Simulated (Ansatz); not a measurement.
Relaxing a trial structure of C2HInO

The starting geometry of this gas-phase singlet was optimised with GFN2-xTB.

```yaml
atoms:
  - { symbol: C, position_ang: [-0.1772, 0.3128, -0.4900] }
  - { symbol: C, position_ang: [0.4051, 0.5972, 0.5673] }
  - { symbol: In, position_ang: [-2.0436, 1.5410, 0.4296] }
  - { symbol: O, position_ang: [-1.1125, 0.2963, -1.3022] }
  - { symbol: H, position_ang: [1.3309, 0.4642, 1.0687] }
```

Q: Predict what becomes of its bonds when it is optimised with PBE0-D3(BJ)/def2-SVP.

A: 2 bonds break, leaving `O=C=[CH][In]`. Distances that change by over a tenth: C2–In3 (2.63 → 2.24 Å). Contacts that open: C1–In3 (2.42 → 3.09 Å), In3–O4 (2.33 → 3.99 Å).

The energy falls by 0.68 eV over 13 steps:

| step | E − E(last) (eV) |
| --- | --- |
| 1 | 0.683 |
| 2 | 0.571 |
| 4 | 0.352 |
| 5 | 0.275 |
| 6 | 0.172 |
| 8 | 0.038 |
| 9 | 0.010 |
| 10 | 0.002 |
| 12 | 0.000 |
| 13 | 0.000 |

Final geometry (Å):

```
atom    x (Å)    y (Å)    z (Å)
   C  -0.2312   0.2091  -0.7441
   C  -0.0410   0.7196   0.4422
  In  -1.7052   1.8812   1.3952
   O  -0.5194  -0.1975  -1.8028
   H   0.8996   0.5991   0.9829
```

Frequencies at the end are all real (lowest 88 cm⁻¹). Atoms past krypton carry core potentials, without spin–orbit terms. Run with Ansatz 0.2.0, 34 s on 1 thread of Arm Neoverse V1 (shared host).
